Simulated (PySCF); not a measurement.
Si(Cl)(Me)2(Ph), SMILES [Si](C)(Cl)(C)c1ccccc1, singlet (GFN2-xTB optimised geometry):

```
21

C     -0.777    -0.798     1.567
Si    -0.185     0.111     0.000
C     -0.780     1.919     0.000
Cl     1.860     0.111     0.000
C     -0.761    -0.817    -1.550
C     -1.750    -0.308    -2.387
C     -2.168    -1.004    -3.507
C     -1.603    -2.230    -3.813
C     -0.617    -2.753    -2.993
C     -0.204    -2.052    -1.876
H     -1.861    -0.830     1.620
H     -0.418    -1.823     1.586
H     -0.416    -0.308     2.466
H     -0.488     2.435    -0.910
H     -0.354     2.465     0.836
H     -1.860     1.979     0.086
H     -2.199     0.647    -2.159
H     -2.936    -0.589    -4.144
H     -1.927    -2.775    -4.688
H     -0.171    -3.709    -3.227
H      0.571    -2.465    -1.246
```

Calculation: CAM-B3LYP/def2-SVP run with PySCF.

Question: What are the frontier orbital energies and the dipole moment?

Answer: HOMO-2 -9.51 eV, HOMO-1 -8.58 eV, HOMO -8.50 eV, LUMO 0.65 eV, LUMO+1 1.04 eV; dipole moment 1.76 D.

On the same geometry PBE/def2-SVP in PySCF gives HOMO-2 -6.81 eV, HOMO-1 -6.37 eV, HOMO -6.30 eV, LUMO -1.38 eV, LUMO+1 -1.06 eV; dipole moment 1.70 D.

Meta-Löwdin charges at CAM-B3LYP/def2-SVP: C1 -0.55, Si2 0.93, C3 -0.55, Cl4 -0.31, C5 -0.23, C6 -0.10, C7 -0.10, C8 -0.09, C9 -0.10, C10 -0.09, H11 0.11, H12 0.11, H13 0.11, H14 0.12, H15 0.12, H16 0.11, H17 0.10, H18 0.10, H19 0.10, H20 0.10, H21 0.10.
